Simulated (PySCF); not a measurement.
Stick spectrum of a doublet radical in fast tumbling, microwave frequency 9.519 GHz, simulated to first order from computed parameters.

Lines, field (mT) (relative intensity): 338.10 (1), 338.22 (3), 338.34 (3), 338.46 (1), 339.07 (1), 339.20 (3), 339.32 (3), 339.42 (1), 339.44 (1), 339.54 (3), 339.66 (3), 339.79 (1), 340.40 (1), 340.52 (3), 340.64 (3), 340.76 (1)

(1) What is g?

(2) Take the pattern apart into splittings.

(3) The radical has the formula C5H5O2. Propose a structure, and say which nuclei carry the couplings.

## Answers

(1) The pattern is symmetric about 339.43 mT, so g = hν/(μB·B0) = 9519/(13.99624 × 339.43) = 2.0037, a shift of +1.4 × 10⁻³ from the free-electron value.

(2) The first two lines at either end are about 0.12 mT apart, which is the smallest coupling, and their intensity ratio 1:3 counts the nuclei that share it. In full: a 1:1 doublet of 1.32 mT (37 MHz), from 1 nucleus of spin 1/2; a 1:1 doublet of 0.98 mT (27 MHz), from 1 nucleus of spin 1/2; a 1:3:3:1 quartet of 0.12 mT (3 MHz), from 3 nuclei of spin 1/2. Check: Σ 2nI·a is the distance from the first to the last line, 2.67 mT.

(3) The pattern alone needn't single out one isomer; the structure behind this simulation is `CC1=COC(=O)[CH]1` [radical], numbered [CH3:1][C:2]1=[CH:3][O:4][C:5](=[O:6])[CH:7]1 (hydrogens: H8, H9, H10 on C1; H11 on C3; H12 on C7). 1.32 mT: 1H at H11 (1 bond from C3; computed sign −); 0.98 mT: 1H at H12 (1 bond from C7; computed sign −); 0.12 mT: 1H at H8/H9/H10 (3 bonds from C3; computed sign −). Largest spin populations (Mulliken): C3 (+0.49), C7 (+0.41), O6 (+0.27) and C2 (-0.13). Three atoms exceed +0.15. The positive populations add up to 1.19 and the negative ones to -0.19, together 2S = 1. Main spin sites, with 60 % or more of the largest population: C3, C7; positions count bonds from the nearest.

Computed, not measured: UKS B3LYP, pcH-1 on C H O, non-relativistic, mean-field spin-orbit, GIAO (PySCF 2.14.0). Geometry: GFN2-xTB; no solvent, vibrations or thermal averaging. The geometry wasn't refined by DFT: couplings that depend on bond lengths, twists or pyramidal angles can differ widely from those at the functional's own minimum. No stability test was run, so a lower SCF solution isn't excluded.

Nuclei that the bonding pattern makes equivalent are averaged, as if the motion that swaps them (rotation, inversion, ring flip) were fast.

Rare isotopes and splittings under 0.04 mT were left out of the simulation.

The run took 36 s (grids of density and orbitals included) on an Arm Neoverse V2 with one thread, shared host with 192 logical CPUs at a one-minute load of 36, and the process peaked at 0.88 GiB of memory.
